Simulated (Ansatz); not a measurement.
`N[SiH2]/N=C(/N)F` → `C=N[Si](N)(N)F`  (isomerisation)

Computed with Ansatz on PBE0-D4/def2-TZVP structures; ΔE is electronic, products minus reactants. CCSD(T)/CBS adds triple-zeta CCSD(T) − MP2 to the extrapolated MP2 energy (def2 sets, frozen cores). One conformer a species, not always the lowest.

```tsv
species	CCSD/def2-TZVPP energy (Eh)
`N[SiH2]/N=C(/N)F`	-594.46615
`C=N[Si](N)(N)F`	-594.56214
```

Problem. Work out ΔE.

Solution. ΔE = (-594.56214) − (-594.46615) = -0.09599 Eh = -60.2 kcal/mol. CCSD(T)/CBS gives -61.2 kcal/mol.

Largest T1 diagnostic among the species: 0.012.

The D4 term adds −1.3 kcal/mol with B3LYP and −0.7 kcal/mol with PBE0; it sums over pairs of atoms, weighted by their polarisabilities, and B3LYP, whose exchange is more repulsive, gets the larger term. From PBE to PBE0 (25 % exact exchange), in def2-TZVPP and without D4, ΔE moves by −2.9 kcal/mol.

B3LYP here is the variant with VWN-RPA as its local correlation; programs differ in this.
